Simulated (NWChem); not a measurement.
Species: LaF$_{3}$; SMILES [F][La]([F])[F]

```xyz
4

La     0.0000     0.0000     0.0000
F     -2.1457    -0.0221     0.0000
F      1.0537     1.8693     0.0000
F      1.0920    -1.8471     0.0000
```
Atoms are numbered in this order, from 1.

All runs use the structure optimised with PBE0/def2-SVP. Not confirmed as a minimum by frequencies. def2 effective core potentials on La; no spin-orbit coupling.

Task: List the 4 lowest vertical singlet excitations from CAM-B3LYP/def2-SVPD with def2 effective core potentials on La, TDA (NWChem).

Result: 
```json
[
 {"state": "S1", "energy (eV)": "6.64", "oscillator strength": "0.005", "leading excitation (squared amplitude)": "HOMO−1 → LUMO (0.69)"},
 {"state": "S2", "energy (eV)": "6.64", "oscillator strength": "0.005", "leading excitation (squared amplitude)": "HOMO → LUMO (0.69)"},
 {"state": "S3", "energy (eV)": "7.17", "oscillator strength": "0.039", "leading excitation (squared amplitude)": "HOMO−2 → LUMO (0.97)"},
 {"state": "S4", "energy (eV)": "7.28", "oscillator strength": "0.000", "leading excitation (squared amplitude)": "HOMO−3 → LUMO (0.97)"}
]
```
